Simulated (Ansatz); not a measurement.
System: C2H5BO2, net charge 0, singlet state. SMILES: OB(C=C)O
Coordinates optimised at B3LYP-D3(BJ)/def2-TZVP (Ansatz, a quantum-chemistry and plane-wave program):
```xyz
10

C      2.0292     0.0201     0.3028
C      0.8568    -0.6031     0.4104
B     -0.5128    -0.0248    -0.0674
O     -0.6727     1.2027    -0.6590
O     -1.6268    -0.7923     0.1158
H      2.1242     1.0086    -0.1392
H      2.9586    -0.4180     0.6481
H      0.8474    -1.5902     0.8649
H      0.1416     1.7019    -0.7644
H     -2.4280    -0.3631    -0.2056
```
Charge 0, spin multiplicity 1.

Parts of the frozen-core correlation energy in 6-31G* (Ansatz, hartree). Frozen orbitals: 5; correlated occupied orbitals by spin: 14 and 14; virtual: 66 and 66. No spin-orbit coupling. No relativistic terms. The restricted reference is unstable.

```tsv
term	value
reference (HF)	-253.14595
MP2 opposite-spin	-0.50489
MP2 same-spin	[?]
CCSD correlation	[?]
(T)	[?]
T1 diagnostic	0.013
largest doubles amplitude	0.116
```

Task: Some entries are withheld; supply them.

Result: 
- MP2 same-spin, value: -0.17624
- CCSD correlation, value: -0.71690
- (T), value: -0.02000
